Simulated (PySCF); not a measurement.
Here is a job for PySCF.
```python
from pyscf import gto, scf, mp

mol = gto.Mole()
mol.atom = '''
    O    -0.590657   -0.019005    0.259309
    O     0.590657    0.019005   -0.259309
    H    -1.289471   -0.034173   -0.463518
    H     1.289471    0.034173    0.463518
'''
mol.basis = '6-31+g*'
mol.charge = 1
mol.spin = 1
mol.verbose = 4
mol.build()

mf = scf.UHF(mol)
mf.kernel()

pt = mp.MP2(mf, frozen=2)
pt.kernel()
print('E(MP2) = %.10f' % pt.e_tot)
mf.analyze()
```

Q: What does this run give for the MP2 correlation energy, total energy?

A: 
```yaml
MP2 correlation energy: -0.3501 Eh
total_energy: -150.7569 Eh
```

These values belong to the state on which the SCF converged, which isn't shown to be the lowest.
